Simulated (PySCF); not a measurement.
PySCF input file for C3H7BFN, SMILES C=C(B(F)N)C, C-PCM-ωB97X/def2-SVP. The structure is a stationary point at B3LYP-D3(BJ)/def2-SVP. The structure was generated by enumeration, and PubChem lists no compound with its InChIKey, so it may never have been made. The values are those of a single conformer.

```python
import numpy as np
from pyscf import gto, scf, dft
from pyscf.solvent import pcm

mol = gto.M(
    atom='''
    C     1.33918090   -1.36463441   -0.00000000
    C     0.12511425   -0.78807770   -0.00000000
    C    -1.14225749   -1.60869317    0.00000000
    B     0.02630148    0.77788184    0.00000000
    N    -1.19643460    1.46249274   -0.00000000
    F     1.15584210    1.51571252   -0.00000000
    H     2.25091271   -0.76042285    0.00000000
    H     1.46796616   -2.45364573    0.00000000
    H    -1.76369524   -1.38370154    0.88506973
    H    -1.76369523   -1.38370153   -0.88506974
    H    -0.93853535   -2.69067622   -0.00000000
    H    -2.09448890    0.99798127   -0.00000001
    H    -1.24973426    2.47432723    0.00000001
    ''',
    basis='def2-SVP',
    charge=0,
    spin=0,
    max_memory=1600,
    verbose=3,
)
mf = dft.RKS(mol, xc='wb97x').density_fit(auxbasis='def2-universal-jkfit')
mf.grids.level = 3
mf.conv_tol = 1e-9
mf.max_cycle = 100
mf.kernel()
res = {}
for name, eps in {'water': 78.355, 'acetonitrile': 35.688, 'ethylethanoate': 5.9867}.items():
    s = mf.PCM()
    s.with_solvent.method, s.with_solvent.eps, s.with_solvent.lebedev_order = 'C-PCM', eps, 29
    s.kernel(mf.make_rdm1())
    res[name] = (s.e_tot, eps, s.dip_moment(), s.mo_energy, s.converged)
    print(f'{name}: electrostatic solvation free energy {(s.e_tot - mf.e_tot) * 627.509474:.3f} kcal/mol')
```

Program output:

```
converged SCF energy = -297.781316781095

WARN: PCM is an experimental feature. It is still in testing.
Features and APIs may be changed in the future.

converged SCF energy = -297.788679125764
Dipole moment(X, Y, Z, Debye): -3.04373, -0.00968,  0.00000
water: electrostatic solvation free energy -4.620 kcal/mol

WARN: PCM is an experimental feature. It is still in testing.
Features and APIs may be changed in the future.

converged SCF energy = -297.78854898545
Dipole moment(X, Y, Z, Debye): -3.02923, -0.01084,  0.00000
acetonitrile: electrostatic solvation free energy -4.538 kcal/mol

WARN: PCM is an experimental feature. It is still in testing.
Features and APIs may be changed in the future.

converged SCF energy = -297.787391476854
Dipole moment(X, Y, Z, Debye): -2.90373, -0.02021,  0.00000
ethylethanoate: electrostatic solvation free energy -3.812 kcal/mol
```

The calculation finished and met its thresholds.
